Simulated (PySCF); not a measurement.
BF₂, SMILES F[B]F (connectivity only; charge and spin as stated), charge +1, multiplicity 1.

Geometry optimised at ωB97X-D3(BJ)/def2-TZVP. The multiplicity is an assumed one; other spin states were not compared. The isomer is the one that the SMILES or the coordinates give; other isomers of the formula were not compared.

Two levels are set side by side: TDDFT-PBE/def2-TZVPD (PySCF) and EOM-CCSD/aug-cc-pVDZ (PySCF). Vertical, same geometry; the bases differ. Differences are taken from unrounded values.

| quantity | TDDFT-PBE |
|---|---|
| lowest singlet excitation (eV) | 11.15 |
| lowest triplet excitation (TDA for PBE) (eV) | 10.51 |

These are the TDDFT-PBE values. What does EOM-CCSD give? (The exact figures need the calculation; the answer reports its results.)


| quantity | EOM-CCSD | TDDFT-PBE minus EOM-CCSD |
|---|---|---|
| lowest singlet excitation (eV) | 12.39 | -1.24 |
| lowest triplet excitation (TDA for PBE) (eV) | 11.88 | -1.37 |

A lower first singlet is the usual sign of a functional without exact exchange. Differences between two approximate levels are no errors against the true value.

Rough cost on one machine, each run with all the roots and properties that it gave: EOM-CCSD against TDDFT-PBE about 6 times.
